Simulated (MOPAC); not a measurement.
A run for MOPAC: PM6 on F2GaHO (SMILES [OH][Ga]([F])[F]), a point of a torsion scan.

```
PM6 1SCF PRECISE CHARGE=0 THREADS=1
F2GaHO

O      1.26751950 1    -0.33934282 1    -0.35220176 1
Ga    -0.42477210 1    -0.00305476 1    -0.44490824 1
F     -1.19861619 1     0.81340705 1     0.88543706 1
F     -1.40323464 1    -0.43643287 1    -1.79865343 1
H      1.69952685 1    -0.04673943 1     0.45541071 1
```

Program output:

```
*******************************************************************************
 **                                                                           **
 **                              MOPAC v23.2.5                                **
 **                                                                           **
 *******************************************************************************
 ** MOPAC's Digital Object Identifier: https://doi.org/10.5281/zenodo.6511958 **
 **                                                                           **
 ** Please cite the open-source release paper for use of this MOPAC version:  **
 ** J. E. Moussa and J. J. P. Stewart (2026)                                  **
 ** MOPAC: An open-source semiempirical molecular orbital program             **
 ** J. Open Source Softw., 11(119), 8025, https://doi.org/10.21105/joss.08025 **
 *******************************************************************************

                              PM6 CALCULATION RESULTS

 *******************************************************************************
 *  PM6        - The PM6 Hamiltonian to be used
 *
 *
 *
 *                 CHARGE ON SYSTEM = 0
 *
 *
 *
 *  PRECISE    - TIGHTER CRITERIA TO BE USED
 *  1SCF       - DO 1 SCF AND THEN STOP
 *  THREADS=1  - MULTI-THREADING NOT USED
 *  T=         - A TIME OF 172800.0 SECONDS REQUESTED
 *  DUMP=N     - RESTART FILE WRITTEN EVERY 7200.0 SECONDS REQUESTED
 *******************************************************************************
PM6 1SCF PRECISE CHARGE=0 THREADS=1
 F2GaHO

   ATOM   CHEMICAL          X               Y               Z
  NUMBER   SYMBOL      (ANGSTROMS)     (ANGSTROMS)     (ANGSTROMS)

     1       O          1.26751950  *  -0.33934282  *  -0.35220176  *
     2      Ga         -0.42477210  *  -0.00305476  *  -0.44490824  *
     3       F         -1.19861619  *   0.81340705  *   0.88543706  *
     4       F         -1.40323464  *  -0.43643287  *  -1.79865343  *
     5       H          1.69952685  *  -0.04673943  *   0.45541071  *



          CARTESIAN COORDINATES

    NO.       ATOM           X           Y           Z

     1         O          1.2675     -0.3393     -0.3522
     2        Ga         -0.4248     -0.0031     -0.4449
     3         F         -1.1986      0.8134      0.8854
     4         F         -1.4032     -0.4364     -1.7987
     5         H          1.6995     -0.0467      0.4554

 General Reference for PM6:
 "Optimization of Parameters for Semiempirical Methods V: Modification of NDDO Approximations
 and Application to 70 Elements", J. J. P. Stewart, J. Mol. Mod., 13, 1173-1213 (2007)
 URL: https://link.springer.com/article/10.1007/s00894-007-0233-4

           Empirical Formula: H O Ga F2  =     5 atoms



      MOLECULAR POINT GROUP   :   Cs


      RHF CALCULATION, NO. OF DOUBLY OCCUPIED LEVELS = 12


 -------------------------------------------------------------------------------
 PM6 1SCF PRECISE CHARGE=0 THREADS=1
 F2GaHO



     1SCF WAS SPECIFIED, SO BFGS WAS NOT USED
     SCF FIELD WAS ACHIEVED


                              PM6 CALCULATION
                                                       MOPAC v23.2.5 Linux




          FINAL HEAT OF FORMATION =       -171.39632 KCAL/MOL =    -717.12221 KJ/MOL


          COSMO AREA              =         95.24 SQUARE ANGSTROMS
          COSMO VOLUME            =         76.78 CUBIC ANGSTROMS

          IONIZATION POTENTIAL    =         13.370389 EV
          HOMO LUMO ENERGIES (EV) =        -13.370 -1.865
          NO. OF FILLED LEVELS    =         12
          MOLECULAR WEIGHT        =        124.7391         POINT GROUP:  Cs

          MOLECULAR DIMENSIONS (Angstroms)

            Atom       Atom       Distance
            H     5    F     4     3.85484
            F     3    O     1     2.76259
           Ga     2    H     5     0.00008


          SCF CALCULATIONS        =          1





   ATOM   CHEMICAL          X               Y               Z
  NUMBER   SYMBOL      (ANGSTROMS)     (ANGSTROMS)     (ANGSTROMS)

     1       O          1.26751950  *  -0.33934282  *  -0.35220176  *
     2      Ga         -0.42477210  *  -0.00305476  *  -0.44490824  *
     3       F         -1.19861619  *   0.81340705  *   0.88543706  *
     4       F         -1.40323464  *  -0.43643287  *  -1.79865343  *
     5       H          1.69952685  *  -0.04673943  *   0.45541071  *

                             CARTESIAN COORDINATES

   1    O        1.267519500    -0.339342820    -0.352201760
   2   Ga       -0.424772100    -0.003054760    -0.444908240
   3    F       -1.198616190     0.813407050     0.885437060
   4    F       -1.403234640    -0.436432870    -1.798653430
   5    H        1.699526850    -0.046739430     0.455410710


           Empirical Formula: H O Ga F2  =     5 atoms



      MOLECULAR POINT GROUP   :   Cs


                  EIGENVALUES
 -41.23151 -40.46403 -30.51035 -20.22990 -17.64703 -16.52285 -16.18522 -16.15000
 -15.80254 -14.55763 -13.58117 -13.37039  -1.86478  -0.40743   1.90229   2.23605
   4.52331


              NET ATOMIC CHARGES AND DIPOLE CONTRIBUTIONS

  ATOM NO.   TYPE          CHARGE      No. of ELECS.   s-Pop       p-Pop
    1          O          -0.530113        6.5301     1.75941     4.77070
    2         Ga           0.719688        2.2803     1.08378     1.19653
    3          F          -0.300839        7.3008     1.96722     5.33362
    4          F          -0.229201        7.2292     1.96692     5.26228
    5          H           0.340465        0.6595     0.65954
 DIPOLE           X         Y         Z       TOTAL
 POINT-CHG.     1.360     0.082     0.804     1.582
 HYBRID         0.200     0.071     0.240     0.321
 SUM            1.561     0.153     1.045     1.884


          ATOMIC ORBITAL ELECTRON POPULATIONS

     Atom    s        px        py        pz
    1  O   1.75941   1.43342   1.79279   1.54449
    2 Ga   1.08378   0.47266   0.27912   0.44475
    3  F   1.96722   1.86375   1.83454   1.63534
    4  F   1.96692   1.75865   1.92376   1.57988
    5  H   0.65954

 **********************
 *                    *
 * JOB ENDED NORMALLY *
 *                    *
 **********************




 == MOPAC DONE ==
```

The run finished.

Cost: very roughly 0.020 core-seconds.
